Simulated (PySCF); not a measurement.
BeCl₂, triplet, at a GFN2-xTB geometry (such geometries of metal compounds can be far from the true shape) (a higher spin typed on purpose: for a closed-shell molecule this is an excited state). Base run: DF-HF/def2-TZVP (PySCF).

Input for PySCF:
```python
from pyscf import gto, scf

mol = gto.Mole()
mol.atom = '''
    Be    0.858522   -0.707640    0.714230
    Cl    0.828096    0.311750   -0.974438
    Cl   -1.030102   -0.145246    0.806384
'''
mol.basis = 'def2-tzvp'
mol.charge = 0
mol.spin = 2
mol.verbose = 4
mol.build()

mf = scf.UHF(mol)
mf = mf.density_fit(auxbasis='def2-universal-jkfit')
mf.kernel()
mf.analyze()
```

The base run was repeated with changes; each row names its change, and settings that it needs were set with it.

```tsv
change	basis functions	E (Eh)	HOMO (eV)	dipole (D)
base	93	-933.64326	-8.14	0.64
basis = cc-pVTZ-DK; relativity = spin-free X2C; nucleus = Gaussian (with mol.nucmod = 'G'; without mf = mf.density_fit(auxbasis='def2-universal-jkfit'))	98	-936.48465	-8.15	0.57
basis = ANO-RCC-VDZP; relativity = none (without mf = mf.density_fit(auxbasis='def2-universal-jkfit'))	50	-932.86686	-8.23	0.56
basis = jorge-DZP-DKH; relativity = none (without mf = mf.density_fit(auxbasis='def2-universal-jkfit'))	63	-933.20874	-8.18	0.58
basis = cc-pVTZ-DK; relativity = spin-free X2C (without mf = mf.density_fit(auxbasis='def2-universal-jkfit'))	98	-936.48564	-8.15	0.57
basis = jorge-DZP-DKH; relativity = spin-free X2C (without mf = mf.density_fit(auxbasis='def2-universal-jkfit'))	63	-936.45729	-8.18	0.58
basis = cc-pVTZ-DK; relativity = none (without mf = mf.density_fit(auxbasis='def2-universal-jkfit'))	98	-932.86912	-8.15	0.57
basis = jorge-DZP-DKH; relativity = spin-free X2C; nucleus = Gaussian (with mol.nucmod = 'G'; without mf = mf.density_fit(auxbasis='def2-universal-jkfit'))	63	-936.45634	-8.18	0.58
basis = ANO-RCC-VDZP; relativity = spin-free X2C; nucleus = Gaussian (with mol.nucmod = 'G'; without mf = mf.density_fit(auxbasis='def2-universal-jkfit'))	50	-936.47881	-8.23	0.56
basis = ANO-RCC-VDZP; relativity = spin-free X2C (without mf = mf.density_fit(auxbasis='def2-universal-jkfit'))	50	-936.47979	-8.23	0.56
```

Absolute energies of different levels of theory aren't comparable as measures of quality.

Open shells are given as the SCF converged; they aren't shown to be the lowest states, and a large step between rows can be another state.

Basis sets contracted for a relativistic Hamiltonian are a mismatch without it, so the rows without relativity aren't non-relativistic limits. No row has spin-orbit coupling; sets with core potentials leave out the core electrons.
